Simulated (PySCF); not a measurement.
SiHCl, SMILES Cl[SiH] (connectivity only; charge and spin as stated), neutral, multiplicity 1. Atoms are numbered in the order given.

```xyz
3

Si     0.1114     1.1050     0.0000
H     -1.4186     1.3137     0.0000
Cl    -0.0083    -0.9873     0.0000
```
Charge 0, spin multiplicity 1.

Geometry optimised at PBE-D3(BJ)/def2-TZVP. The isomer is the one that the SMILES or the coordinates give; other isomers of the formula were not compared.

Method: r2SCAN/def2-TZVPD (PySCF).

```
Quantity                                                                                                       Result
---------------------------------------------------------------------------------------------  ----------------------
total energy                                                                                       -750.24031 hartree
point group                                                                                                        Cs
highest occupied level                                                                                       -6.18 eV
lowest empty level                                                                                           -3.76 eV
orbital gap                                                                                                   2.42 eV
dipole moment                                                                                                  0.95 D
quadrupole, principal values (traceless, Buckingham form, about the centre of nuclear charge)   -3.60, 0.31, 3.29 D·Å
mean static polarisability                                                                       47.4 bohr³ (7.03 Å³)
polarisability, principal values                                                               38.9, 44.8, 58.5 bohr³
```
